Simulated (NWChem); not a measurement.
System: Si2H3ClF2; SMILES F[SiH2][Si@H](F)Cl

Here is an NWChem input.

```
start job
memory heap 200 mb stack 900 mb global 1100 mb
geometry units angstroms noautoz
  F      0.699807     2.072516     0.984486
  Si     0.073687     1.680233    -0.465398
  Si    -0.569313    -0.574873    -0.404186
  F     -1.756232    -0.770687     0.684472
  Cl     1.047022    -1.704403     0.186124
  H      1.120736     1.871525    -1.509533
  H     -1.090716     2.569749    -0.740229
  H     -1.062377    -1.102330    -1.705008
end
basis spherical
  F library pcseg-1
  Si library pcseg-1
  Cl library pcseg-1
  H library pcseg-1
end
dft
  xc b3lyp
  iterations 150
  mulliken
end
task dft energy
```

Structure relaxed at the PBE0/def2-SVP level. B3LYP is NWChem's, with the RPA form of VWN correlation.

Q: Give the results of this calculation. (B3LYP/pcseg-1.) Quantities: basis functions; energy (Ha); highest occupied level (eV); orbital gap (eV); dipole (D).

A: 
- number of basis functions: 97
- energy (Ha): -1240.81
- highest occupied level (eV): -8.45
- orbital gap (eV): 7.05
- dipole (D): 2.97
